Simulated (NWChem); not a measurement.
**Correlation energy of iodoethane (C2H5I)**

```
C
H 1 1.0972
H 1 1.0972 2 109.18
C 1 1.5154 2 112.85 3 126.36
H 4 1.1004 1 111.80 2 57.06
H 4 1.1004 5 108.21 1 -123.55
H 4 1.1048 5 107.89 6 -116.49
I 1 2.1966 2 104.22 3 -110.88
```
Charge 0, spin multiplicity 1.

All runs are NWChem calculations. The geometry was optimised at B3LYP/def2-SVP with def2 effective core potentials on I, held to Cs symmetry and with no frequency check, so it may be a saddle point.

Basis set: def2-SVP. Each correlation energy counts from its own Hartree-Fock reference.

Effective core potentials replace the inner electrons of I; spin-orbit coupling is left out. The correlated methods keep 6 core orbitals frozen. Coupled-cluster values serve here as a point of comparison, not as the truth.

Task: For the correlation energy, MP2 gives -413.7 mHa and SCS-MP2 gives -409.5 mHa. What do CR-CCSD[T], CR-CCSD(T), CCSD give?

Result: CR-CCSD[T]: -461.0 mHa; CR-CCSD(T): -460.7 mHa; CCSD: -450.9 mHa.
